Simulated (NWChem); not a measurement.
Program: NWChem. System: C4H7O, charge 0, spin multiplicity 2, at a geometry optimised with UB3LYP/def2-SVP. The structure started from a generated list of species. Its SCF solution wasn't tested for a lower state. Level: G0W0@UCAM-B3LYP/def2-TZVP, RI basis def2-tzvp-rifit.

Job file:

```
start mol
memory heap 200 mb stack 700 mb global 1700 mb
geometry units angstroms nocenter noautoz noautosym
  C     -2.013918     0.386558    -0.035815
  C     -0.655460     0.436666     0.557896
  C      0.496113    -0.153704    -0.097587
  C      1.842443    -0.042886     0.602277
  O      0.386979    -0.724767    -1.184933
  H     -1.991606    -0.143030    -0.998097
  H     -2.419709     1.403948    -0.190904
  H     -2.726970    -0.120683     0.641000
  H     -0.511888     0.935009     1.523464
  H      1.806138    -0.507088     1.601833
  H      2.608912    -0.543525    -0.003547
  H      2.124223     1.013706     0.745086
end
basis spherical
  * library def2-tzvp
end
basis "ri basis" bse spherical
  * library def2-tzvp-rifit
end
dft
  xc xcamb88 1.00 lyp 0.81 vwn_5 0.19 hfexch 1.00
  cam 0.33 cam_alpha 0.19 cam_beta 0.46
  odft
  mult 2
  direct
  iterations 100
  tolerances tight
end
task dft energy
gw
  method cdgw
  states alpha occ 4 vir 2
  states beta occ 4 vir 2
end
task dft gw
```

Output (cleaned and shortened):

```
             Northwest Computational Chemistry Package (NWChem) 7.3.0
             --------------------------------------------------------

                                NWChem Input Module
                                -------------------

 Scaling coordinates for geometry "geometry" by  1.889725989
 (inverse scale =  0.529177249)

                             Geometry "geometry" -> ""
                             -------------------------

 Output coordinates in angstroms (scale by  1.889725989 to convert to a.u.)

  No.       Tag          Charge          X              Y              Z
 ---- ---------------- ---------- -------------- -------------- --------------
    1 C                    6.0000    -2.01391800     0.38655800    -0.03581500
    2 C                    6.0000    -0.65546000     0.43666600     0.55789600
    3 C                    6.0000     0.49611300    -0.15370400    -0.09758700
    4 C                    6.0000     1.84244300    -0.04288600     0.60227700
    5 O                    8.0000     0.38697900    -0.72476700    -1.18493300
    6 H                    1.0000    -1.99160600    -0.14303000    -0.99809700
    7 H                    1.0000    -2.41970900     1.40394800    -0.19090400
    8 H                    1.0000    -2.72697000    -0.12068300     0.64100000
    9 H                    1.0000    -0.51188800     0.93500900     1.52346400
   10 H                    1.0000     1.80613800    -0.50708800     1.60183300
   11 H                    1.0000     2.60891200    -0.54352500    -0.00354700
   12 H                    1.0000     2.12422300     1.01370600     0.74508600

 Effective nuclear repulsion energy (a.u.)     166.2930493095

            Nuclear Dipole moment (a.u.)
            ----------------------------
        X                 Y               Z
 ---------------- ---------------- ----------------
     0.0000000000     0.0000094486    -0.0000056692


 Summary of "ao basis" -> "" (spherical)
 ------------------------------------------------------------------------------
       Tag                 Description            Shells   Functions and Types
 ---------------- ------------------------------  ------  ---------------------
 *                         def2-tzvp                  on all atoms

 new library libraries.bse/

 Summary of "ri basis" -> "" (spherical)
 ------------------------------------------------------------------------------
       Tag                 Description            Shells   Functions and Types
 ---------------- ------------------------------  ------  ---------------------
 *                      def2-tzvp-rifit               on all atoms

                                 NWChem DFT Module
                                 -----------------

 Summary of "ao basis" -> "ao basis" (spherical)
 ------------------------------------------------------------------------------
       Tag                 Description            Shells   Functions and Types
 ---------------- ------------------------------  ------  ---------------------
 C                         def2-tzvp                11       31   5s3p2d1f
 O                         def2-tzvp                11       31   5s3p2d1f
 H                         def2-tzvp                 4        6   3s1p

 Summary of "ao basis" -> "ao basis" (spherical)
 ------------------------------------------------------------------------------
       Tag                 Description            Shells   Functions and Types
 ---------------- ------------------------------  ------  ---------------------
[...]
    beta    121    122    123    124    125    126    127    128    129    130
 overlap   0.998  0.839  0.843  0.994  0.997  0.999  0.961  0.964  0.986  0.984

   alpha    131    132    133    134    135    136    137    138    139    140
    beta    131    132    133    134    135    136    137    138    139    140
 overlap   0.993  0.996  0.998  0.994  0.996  0.990  0.998  0.994  0.993  0.985

   alpha    141    142    143    144    145    146    147    148    149    150
    beta    141    142    143    144    145    146    147    148    149    150
 overlap   0.989  0.976  0.864  0.849  0.999  0.999  0.997  0.990  0.992  0.997

   alpha    151    152    153    154    155    156    157    158    159    160
    beta    151    152    153    154    155    156    158    157    159    160
 overlap   0.999  0.999  0.999  0.998  0.982  0.982  0.941  0.940  0.999  0.998

   alpha    161    162    163    164    165    166    167    168    169    170
    beta    161    162    163    164    165    166    167    168    169    170
 overlap   0.998  1.000  0.995  0.998  0.994  0.998  0.999  0.999  1.000  0.999

   alpha    171    172    173    174    175    176    177    178    179    180
    beta    171    172    173    174    175    176    177    178    179    180
 overlap   0.999  1.000  1.000  0.999  0.999  0.999  0.998  0.998  0.999  0.999

   alpha    181    182    183    184    185    186    187    188    189    190
    beta    181    182    183    184    185    186    187    188    189    190
 overlap   1.000  1.000  1.000  1.000  1.000  1.000  1.000  0.986  0.986  1.000

   alpha    191    192    193    194    195    196    197
    beta    191    192    193    194    195    196    197
 overlap   0.996  0.996  0.993  0.990  0.995  1.000  1.000

     --------------------------
     Expectation value of S2:
     --------------------------
      <S2> =      0.7662 (Exact =     0.7500)

 center of mass
 --------------
 x =   0.02926329 y =  -0.05369154 z =  -0.08742089

 moments of inertia (a.u.)
 ------------------
         195.299786384875          80.577155411262         -22.682511951255
          80.577155411262         606.036552491914         -62.301663630592
         -22.682511951255         -62.301663630592         533.772655291661

     Multipole analysis of the density
     ---------------------------------

     L   x y z        total         alpha         beta         nuclear
     -   - - -        -----         -----         ----         -------
     0   0 0 0     -0.000000    -20.000000    -19.000000     39.000000

     1   1 0 0     -0.200532      0.405117     -0.605649      0.000000
     1   0 1 0      0.611732      0.133246      0.478477      0.000009
     1   0 0 1      1.045281      0.393033      0.652254     -0.000006

     2   2 0 0    -21.037681   -158.706059   -155.359195    293.027573
     2   1 1 0     -0.011037     23.753059     22.681177    -46.445273
     2   1 0 1      0.769210     -8.380100     -9.871433     19.020743
     2   0 2 0    -23.822988    -32.659791    -29.931384     38.768186
     2   0 1 1     -1.168143    -17.693235    -16.867327     33.392419
     2   0 0 2    -25.047819    -53.723320    -50.697755     79.373256

 Task  times  cpu:      978.5s     wall:      978.5s

                                NWChem Input Module
                                -------------------

                                 NWChem GW Module
                                 ----------------

                             ***********************
                             ***        GW       ***
                             ***********************

 Summary of "ri basis" -> "ri basis" (spherical)
 ------------------------------------------------------------------------------
       Tag                 Description            Shells   Functions and Types
 ---------------- ------------------------------  ------  ---------------------
 C                      def2-tzvp-rifit             22       76   8s6p4d3f1g
 O                      def2-tzvp-rifit             22       76   8s6p4d3f1g
 H                      def2-tzvp-rifit              7       15   4s2p1d

  int_init: cando_txs set to always be  F
  int_init: cando_txs set to always be  F

                 Memory Information
                 ------------------
          Available GA per process is          1699.4 MBs
          Available stack per process is        700.0 MBs
          Available heap per process is           0.0 MBs

          Peak memory in Initialization
              Peak GA per process is                 33.7 MBs
              Peak stack per process is               0.5 MBs
              Peak heap per process is               33.9 MBs
              Memory not in MA per process            0.0 MBs

          Peak memory in CDGW Calculation
              Peak GA per process is                 37.2 MBs
              Peak stack per process is               3.6 MBs
              Peak heap per process is                5.7 MBs
              Memory not in MA per process            0.1 MBs

          Computing 2-center integrals
          Computing Inverse Cholesky factor
          Computing 3-center integrals
          Computing Vxc

          Computing Sigma_x
          Computing W(iw) on the imaginary grid
          Solving quasiparticle equations

                  Alpha Orbitals
          State     Energy (eV)     Error (eV)
          -----------------------------------
@GW        17        -13.345           0.002
@GW        18        -12.867           0.002
@GW        19         -9.760           0.002
@GW        20         -9.018           0.002
@GW        21          2.687           0.003
@GW        22          2.874           0.002

                   Beta Orbitals
          State     Energy (eV)     Error (eV)
          -----------------------------------
@GW        16        -13.310           0.002
@GW        17        -13.220           0.003
@GW        18        -12.126           0.005
@GW        19         -9.504           0.002
@GW        20         -0.841           0.002
@GW        21          2.924           0.002

     GW Timing Statistics
   ------------------------
   Init.   :          0.1s
     ERIs  :          5.9s
     Distr.:          0.1s
     Vxc   :         58.0s
   Vmo     :          0.0s
   iW      :         13.8s
   I_n     :          0.0s
   R_n     :          3.5s
   GW total:         81.6s

 Task  times  cpu:       81.6s     wall:       81.6s

 Total times  cpu:     1060.1s     wall:     1060.1s
```
